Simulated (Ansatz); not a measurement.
Geometry optimisation, Ansatz, RKS PBE0-D4/STO-3G.

Input:

```yaml
crystal:
  periodic: [false, false, false]
  atoms:
    - { symbol: C, position_ang: [-0.7282, -1.2468, 0.556] }
    - { symbol: C, position_ang: [-0.1329, -0.1972, -0.0726] }
    - { symbol: Si, position_ang: [1.6703, -0.1189, -0.2902] }
    - { symbol: C, position_ang: [-0.7795, 0.9521, -0.716] }
    - { symbol: O, position_ang: [-0.536, 1.3855, -1.8219] }
    - { symbol: S, position_ang: [-2.1846, 1.6568, 0.1971] }
    - { symbol: H, position_ang: [-0.2165, -2.0378, 0.9923] }
    - { symbol: H, position_ang: [-1.8224, -1.2341, 0.5966] }
    - { symbol: H, position_ang: [2.2145, 1.2608, 0.057] }
    - { symbol: H, position_ang: [2.1213, -0.5691, -1.6044] }
    - { symbol: H, position_ang: [2.3203, -1.0396, 0.7309] }
    - { symbol: H, position_ang: [-1.8494, 1.1332, 1.4091] }
basis:
  gaussian: { orbitals: STO-3G }
hamiltonian:
  xc: pbe0
  dispersion: d4
relax:
  f_tol: 0.015
  max_steps: 40
```

Command:

```bash
$ ansatz run input.yaml --threads 1 --pin off --max-ram 2048MiB --backend cpu --events-out ev --progress --plain --runs-dir out
```

Task: Where does it end, and by what steps?

Result: The run converged. Limits of this set-up: minimal basis. After 13 steps the energy has fallen by 0.631 eV; H12 moved furthest, 0.45 Å.

```tsv
step	energy less start (eV)	largest force component (eV/Å)	accepted
0	0.0000	4.132	yes
1	-0.4511	2.299	yes
2	-0.4657	3.064	yes
3	-0.6006	0.984	yes
4	-0.6093	0.706	yes
5	-0.6211	0.096	yes
6	-0.6231	0.060	yes
7	-0.6278	0.110	yes
8	-0.6292	0.072	yes
9	-0.6299	0.145	yes
10	-0.6307	0.099	yes
11	-0.6310	0.052	yes
12	-0.6310	0.055	yes
13	-0.6312	0.010	yes
```

```xyz
12
Properties=species:S:1:pos:R:3
C -0.705 -1.121 0.666
C -0.069 -0.144 0.010
Si 1.775 -0.172 -0.297
C -0.814 1.009 -0.679
O -0.361 1.512 -1.731
S -2.340 1.616 0.069
H -0.169 -1.969 1.105
H -1.794 -1.143 0.791
H 2.344 1.113 0.032
H 2.040 -0.473 -1.684
H 2.364 -1.192 0.536
H -2.194 0.910 1.215
```

Time of the run: 49 s on 1 thread of Arm Neoverse V2 (shared host), peak memory 0.15 GiB.
